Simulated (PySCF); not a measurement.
Saddle point of GeH4S, singlet (GeH₂S ([SH][GeH]) + H₂ → GeH₄S ([SH2][GeH2]); bonds formed: Ge1–H4, S2–H3; bonds broken: H3–H4), PBE0-D4/def2-TZVP structure:

| atom | x (Å) | y (Å) | z (Å) |
| --- | --- | --- | --- |
| Ge1 | -1.1534 | 0.6179 | -0.4082 |
| S2 | 1.2485 | 0.8047 | 0.2214 |
| H3 | 0.4598 | -0.3374 | -0.7034 |
| H4 | -0.3960 | -0.7094 | -1.2149 |
| H5 | -1.3892 | -0.3621 | 0.8206 |
| H6 | 1.2302 | -0.0136 | 1.2844 |

Energies are electronic, without zero-point energy. Barriers and step energies count from the start structure reached by relaxing down the imaginary mode; all methods use the PBE0-D4 structures, on which another method's saddle can fall below an end. Program: PySCF 2.14 with density fitting (its default auxiliary sets; JK sets also for MP2 and CCSD(T)). Basis: def2-TZVPP, with def2-QZVPP for the basis limit. Cores are frozen in the correlated methods. Filled d shells of the heavier atoms are correlated. The def2 sets are not built for correlating such inner shells, so the correlated values are less sure here. B3LYP uses VWN-RPA correlation. Extrapolation: Hartree–Fock as exp(−7.88 √X), correlation as X^−2.97.

| method | barrier (kJ/mol) | step energy (kJ/mol) |
| --- | --- | --- |
| SPW92 | 33.4 | 6.8 |
| PBE-D4 | 68.3 | 31.8 |
| r2SCAN-D4 | 74.5 | 28.6 |
| PBE0-D4 | ? | 26.2 |
| B3LYP-D4 | ? | 37.5 |
| BHLYP-D4 | 107.7 | 32.1 |
| wB97M-V | ? | 32.0 |
| HF | 149.6 | 37.7 |
| MP2 | 95.0 | 35.0 |
| CCSD | 106.8 | 30.8 |
| CCSD(T) | 99.4 | 32.7 |

Question: Fill in the withheld barriers. (An estimate is asked for; the value comes from the calculation.)

Answer: The calculation gives: PBE0-D4 76.8; B3LYP-D4 94.7; wB97M-V 96.8 kJ/mol. Each is the energy of the saddle less that of the start structure, by the same method.

For comparison, the barrier by CCSD(T) at an estimated basis limit (MP2 extrapolated from triple and quadruple zeta, plus CCSD(T) − MP2 in triple zeta) is 96.7 kJ/mol.

T1 diagnostic: at most 0.015. The start structure is not quite a true minimum (one mode of 88i cm⁻¹).

Labels in which every atom is bracketed show which atoms are joined, not bond orders.

For scale, one of the runs: CCSD(T)/def2-TZVPP, 146 basis functions, launched by `OMP_NUM_THREADS=4 python run.py`. The run took 89 s on 4 CPU threads of an Intel Xeon Platinum 8488C (shared host), with 1 GiB of host memory at its peak.
